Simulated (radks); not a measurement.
Values are calculated unless marked as measured or tabulated.
Species: Re16+. Configuration: [Kr] 4d10 4f11 5s2 (the NIST ground configuration).

Level of theory: Dirac Kohn-Sham, relativistic LDA (MacDonald-Vosko exchange, VWN5 correlation), spin-unpolarised, spherical densities, finite nucleus; open shells fill j = l - 1/2 first; Fermi nuclear charge, rms radius 5.3698 fm (a radial shooting solver on a logarithmic mesh with Libxc functionals).

Energy parts (Ry):
| part | energy |
|---|---|
| total | -33163.1444 |
| kinetic | 37362.3232 |
| electron-nucleus | -81317.2402 |
| Hartree | 11344.5382 |
| exchange-correlation | -552.7656 |

Orbitals (lengths in bohr, moments of r in powers of bohr; <r^-3> diverges for s and p1/2; r(90%) holds 90 % of the orbital's charge):
| orbital | occ. | eigenvalue (Ry) | <r^2> | r(90%) | <r^-3> | small-component weight |
|---|---|---|---|---|---|---|
| 1s1/2 | 2 | -5248.074 | 0.0004520 | 0.0330 | - | 7.96e-02 |
| 2s1/2 | 2 | -932.8174 | 0.006871 | 0.119 | - | 1.81e-02 |
| 2p1/2 | 2 | -894.7544 | 0.004892 | 0.104 | - | 1.82e-02 |
| 2p3/2 | 4 | -790.2878 | 0.006086 | 0.115 | 16960 | 1.64e-02 |
| 3s1/2 | 2 | -236.6802 | 0.04475 | 0.290 | - | 5.98e-03 |
| 3p1/2 | 2 | -219.5031 | 0.04094 | 0.282 | - | 5.94e-03 |
| 3p3/2 | 4 | -196.7729 | 0.04746 | 0.303 | 3864 | 5.41e-03 |
| 3d3/2 | 4 | -167.6564 | 0.03664 | 0.275 | 671.6 | 5.31e-03 |
| 3d5/2 | 6 | -162.6920 | 0.03842 | 0.281 | 568.9 | 5.16e-03 |
| 4s1/2 | 2 | -69.81044 | 0.2161 | 0.627 | - | 2.03e-03 |
| 4p1/2 | 2 | -62.58005 | 0.2208 | 0.639 | - | 1.95e-03 |
| 4p3/2 | 4 | -57.09786 | 0.2529 | 0.684 | 935.9 | 1.75e-03 |
| 4d3/2 | 4 | -45.10763 | 0.2662 | 0.715 | 146.0 | 1.58e-03 |
| 4d5/2 | 6 | -44.06141 | 0.2772 | 0.729 | 121.5 | 1.53e-03 |
| 4f5/2 | 6 | -28.73094 | 0.3073 | 0.803 | 25.55 | 1.21e-03 |
| 5s1/2 | 2 | -28.57226 | 0.9088 | 1.27 | - | 6.59e-04 |
| 4f7/2 | 5 | -28.50802 | 0.3131 | 0.810 | 24.51 | 1.20e-03 |

The highest occupied level is 4f7/2 at -387.87 eV. The electron density at the nucleus is 1.525e+06 e/bohr^3. The density falls to 0.001 e/bohr^3 at r = 1.84 bohr.
